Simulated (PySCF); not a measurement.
Ionisation energy of Tl(79+) by level of theory

Tl(79+) 1s2 (1S) → Tl(80+) 1s1 (2S), as a difference of total energies. All numbers are calculated (PySCF 2.14, scalar relativity by spin-free X2C-1e, in an uncontracted even-tempered set (16 s from 260 bohr⁻², ratio 2.2; 7 p from 390 bohr⁻², ratio 2.4; 4 d from 1200 bohr⁻², ratio 2.4; 3 f from 1800 bohr⁻², ratio 2.4; 3 g from 2600 bohr⁻², ratio 2.4)). Correlated levels: nothing frozen; virtual orbitals above 40 to 60 times the deepest correlated orbital energy dropped. The calculations carry no spin-orbit coupling.

```json
{"method": "UHF", "ionisation energy (eV)": "97048.1"}
{"method": "MP2 (all electrons)", "ionisation energy (eV)": "97050.3"}
{"method": "SCS-MP2 (all electrons)", "ionisation energy (eV)": "97050.7"}
{"method": "CCSD (all electrons)", "ionisation energy (eV)": "97050.3"}
```

Question: How much does correlation contribute at MP2 (all electrons)?

Answer: 97050.3 − (97048.1) = 2.2 eV, measured against UHF.

For this ion Breit and QED terms and the two-electron picture change, all absent here, outweigh the differences among the correlated methods.

With two correlated electrons CCSD is exact in that space.

For comparison: 96783.2 ± 0.3 eV (theoretical estimate listed by NIST; NIST Atomic Spectra Database, ionization energies).
